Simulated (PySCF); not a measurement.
## Neon: a sound run and one with changed settings

Sound run: Ne+ [He] 2s2 2p5, Ne(2+) [He] 2s2 2p4. All numbers are calculated (PySCF 2.14, the spin-free X2C one-electron Hamiltonian (Gaussian nucleus), in aug-cc-pVDZ-DK (4s3p2d, 23 functions)). The sound run starts from symmetry-adapted Hartree-Fock orbitals and uses a fine grid where one is needed.

A second run was set up differently.

```json
{"species": "Ne+", "method": "UHF", "sound run (hartree)": "-127.90409", "changed run (hartree)": "-127.90409", "converged": "yes"}
{"species": "Ne+", "method": "PBE0", "sound run (hartree)": "-128.16692", "changed run (hartree)": "-128.20376", "converged": "yes"}
{"species": "Ne+", "method": "B3LYP", "sound run (hartree)": "-128.26581", "changed run (hartree)": "-128.30156", "converged": "yes"}
{"species": "Ne(2+)", "method": "UHF", "sound run (hartree)": "-126.45984", "changed run (hartree)": "-126.45984", "converged": "yes"}
{"species": "Ne(2+)", "method": "PBE0", "sound run (hartree)": "-126.65807", "changed run (hartree)": "-126.69721", "converged": "yes"}
{"species": "Ne(2+)", "method": "B3LYP", "sound run (hartree)": "-126.74626", "changed run (hartree)": "-126.78468", "converged": "yes"}
```

Ionisation energy of Ne+:

```csv
method,sound run (eV),changed run (eV)
UHF,39.300,39.300
PBE0,41.058,40.995
B3LYP,41.349,41.276
```

**Question.** What was changed?
A. a valence shell is frozen
B. minimal basis
C. angular grid far too coarse
D. basis contracted for another Hamiltonian

**Answer.** C. It used 6 angular points. A coarse angular grid integrates products of high-l functions wrongly, so density functionals can shift, and the SCF can exploit the error; Hartree-Fock and MP2 need no grid.
